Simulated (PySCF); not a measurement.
**Potassium: highly charged ions in a basis for the neutral atom**

K¹⁷⁺ 1s2, K¹⁸⁺ 1s1. Calculation: PySCF 2.14, in pcseg-2 (6s4p3d, 33 functions); the non-relativistic Hamiltonian (point nucleus). No spin-orbit coupling, so a gap to NIST mixes the basis error with missing relativistic terms.

Changed run: basis of the neutral atom used for a highly charged ion. This setting is unsound on purpose.

```json
{"species": "K¹⁷⁺", "method": "UHF", "sound run (hartree)": "not run", "changed run (hartree)": "-349.21681", "converged": "yes"}
{"species": "K¹⁷⁺", "method": "LDA", "sound run (hartree)": "not run", "changed run (hartree)": "-347.81463", "converged": "yes"}
{"species": "K¹⁷⁺", "method": "PBE", "sound run (hartree)": "not run", "changed run (hartree)": "-349.03493", "converged": "yes"}
{"species": "K¹⁸⁺", "method": "UHF", "sound run (hartree)": "not run", "changed run (hartree)": "-180.41725", "converged": "yes"}
{"species": "K¹⁸⁺", "method": "LDA", "sound run (hartree)": "not run", "changed run (hartree)": "-179.64903", "converged": "yes"}
{"species": "K¹⁸⁺", "method": "PBE", "sound run (hartree)": "not run", "changed run (hartree)": "-180.30459", "converged": "yes"}
```

Ionisation energy of K¹⁷⁺:

```
method  changed run (eV)  NIST (eV)
   UHF            4593.3     4610.8
   LDA            4576.0     4610.8
   PBE            4591.4     4610.8
```

The contracted functions were made for the neutral atom and can be too rigid for a highly charged ion.
